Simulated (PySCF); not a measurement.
**HInO + HCl → InCl + H₂O**

Level: PBE in the def2-TZVP basis family, computed in PySCF with density fitting; scalar-relativistic core potentials for atoms from Rb on, none lighter, no spin–orbit coupling; open shells unrestricted.

| species | state and structure | E (Eh) | ZPE (kJ/mol) | H(298 K) − H(0) (kJ/mol) | S° (J/(mol K)) |
| --- | --- | --- | --- | --- | --- |
| HInO | singlet, C∞v, In–H 1.676 Å, In–O 1.839 Å; H–In–O 180.0° | -265.87329 | 21.4 | 10.2 | 238.9 |
| HCl | singlet, C∞v, H–Cl 1.289 Å | -460.62635 | 17.3 | 8.7 | 186.8 |
| InCl | singlet, C∞v, In–Cl 2.436 Å | -650.24829 | 1.8 | 9.8 | 248.5 |
| H₂O | singlet, C2v, O–H 0.971 Å (×2); H–O–H 104.3° | -76.37680 | 54.3 | 9.9 | 189.0 |

What is the electronic reaction energy?

At PBE/def2-TZVP, ΔE = -329.4 kJ/mol from the differences of the total energies times 2625.5, downhill. 

Add zero-point, thermal and entropy terms for 298.15 K and 1 bar.

ΔZPE = 17.4 and Δ[H(298) − H(0)] = 0.8 kJ/mol give ΔH° = -311.2 kJ/mol. ΔS° = 11.8 J/(mol K), so ΔG° = -311.2 − 298.15 × (0.0118) = -315 kJ/mol.

Each species is the lowest minimum found with this bonding; other isomers or fragments can lie lower.
